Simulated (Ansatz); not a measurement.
Job for Ansatz (a first-principles code): R-revPBE/def2-TZVPP on Cl2H5NSi2 (SMILES [SiH3]N[SiH](Cl)Cl).

Ansatz 0.2 input:
```yaml
crystal:
  periodic: [false, false, false]
  atoms:
    - {symbol: Si, position_ang: [1.44300785, 0.08263142, 0.30401524]}
    - {symbol: N, position_ang: [0.01989355, -0.32558450, -0.53220698]}
    - {symbol: Si, position_ang: [-1.62288857, -0.03715950, -0.03564821]}
    - {symbol: Cl, position_ang: [2.94416029, -1.19385857, -0.28038087]}
    - {symbol: Cl, position_ang: [2.08744836, 2.00162622, -0.09103486]}
    - {symbol: H, position_ang: [1.23018680, -0.01023402, 1.75081432]}
    - {symbol: H, position_ang: [0.15377243, -0.65376967, -1.48037668]}
    - {symbol: H, position_ang: [-2.42448102, -1.27563500, -0.16087590]}
    - {symbol: H, position_ang: [-2.26816965, 1.01766941, -0.85106984]}
    - {symbol: H, position_ang: [-1.56293005, 0.39441421, 1.37686377]}
basis:
  gaussian:
    orbitals: def2-TZVPP
hamiltonian:
  xc: {name: revPBE}
scf: {lower_state_search: off}
```

Program output:

```
WARN ansatz: RAYON_NUM_THREADS=4 ignored (pool sized by the plan → 4); use --threads N
Functional definition: revPBE
these checks for a lower state are left out or cut short: stability, starts, cluster_reference, orbital_swaps, neighbouring_geometries, increment
integrals: 0.29 GiB planned
1614 factors; their error is unknown
mean field: 1.54 GiB planned
mean field evaluation 1: about -42360.0283 eV, gradient 7.1e1 eV
mean field evaluation 2: about -42322.2403 eV, gradient 1.3e2 eV
mean field evaluation 4: about -42369.5578 eV, gradient 9.3e0 eV
mean field evaluation 8: about -42369.7289 eV, gradient 2.3e-1 eV
mean field evaluation 16: about -42369.6799 eV, gradient 2.0e-4 eV
mean field -42369.67989300 eV, -1557.0570168674 hartree, gradient 5.0e-6 eV, S^2 0.000000; 0 other end points of the search recorded, 0 dependent functions left out
reference -42369.67995217 eV, -1557.0570190418 hartree; 37, 37 occupied and 232, 232 virtual orbitals, 1614 factors
Total energy: -42369.67995217 eV, -1557.0570190418 hartree
Checks for a lower state left out: stability, starts, cluster_reference, orbital_swaps, neighbouring_geometries, increment
```

The calculation finished and met its thresholds.

Cost: about 6 core-seconds (a rough figure).
